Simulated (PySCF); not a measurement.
Problem. Give a PBE0-D3(BJ)/def2-SVP geometry of `ClCCB(Cl)Cl`.

Solution. 
```
atom  x, y, z in Å
Cl1   -2.7216   -0.0439    0.4322
C2    -1.0049   -0.5498    0.4610
C3    -0.1060    0.4982   -0.1562
B4     1.4246    0.1772   -0.1730
Cl5    2.5594    1.3549   -0.7997
Cl6    2.0621   -1.3462    0.4178
H7    -0.7454   -0.7388    1.5114
H8    -0.9436   -1.5054   -0.0769
H9    -0.4110    0.6996   -1.1997
H10   -0.2380    1.4685    0.3558
```

Orientation and origin are arbitrary. Atoms count from 1 in this order. The 6 heavy atoms lie in one plane (0.016 Å rms). B4 (three-coordinate boron) is planar (angles 122.0°, 120.0° and 118.0°, sum 360.0°, 0.00 Å off the plane of its three neighbours). Of the pairs four or more bonds apart, Cl6···H8 is among the closest relative to their van der Waals radii: 3.05 Å, 103 % of the sum of Bondi's values.

Bonds between heavy atoms (Å): Cl1–C2 1.790, C2–C3 1.512, C3–B4 1.564, B4–Cl5 1.751, B4–Cl6 1.754.

Method used: PBE0-D3(BJ)/def2-SVP geometry optimisation, gas phase in PySCF 2.14.0.

Point group: near Cs, missed by 0.10 Å at most; the miss may be what the optimiser left on a soft mode. Not checked by PBE0-D3(BJ)/def2-SVP frequencies. One conformer, not necessarily the lowest (Cl1–C2–C3–B4 179°, C2–C3–B4–Cl5 -177°).

The run took 79 s of wall time on an Arm Neoverse N1 with one thread, shared host with 64 logical CPUs at a one-minute load of 59, and the process peaked at 0.50 GiB of memory. This is the geometry optimisation.
